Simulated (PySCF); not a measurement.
C2H7InO, SMILES [CH3][In]([CH3])[OH].

Geometry: PBE0-D3(BJ)/def2-SVP. The structure was generated by enumeration; whether it is a known compound was not checked. The def2 effective core potentials stand for the cores of In; spin–orbit coupling is left out. The values are those of a single conformer.

Method: PySCF with PBE/def2-TZVP.

The molecule is in vacuum.

```yaml
total_energy: -345.66404 hartree
highest_occupied_level: -6.20 eV
lowest_empty_level: -1.43 eV
orbital_gap: 4.78 eV
dipole_moment: 2.21 D
quadrupole, principal values (traceless, Buckingham form, about the centre of nuclear charge): -8.36, 3.96, 4.40 D·Å
mean_static_polarisability: 68.7 bohr³ (10.17 Å³)
polarisability_principal_values: 50.9, 68.4, 86.6 bohr³
```
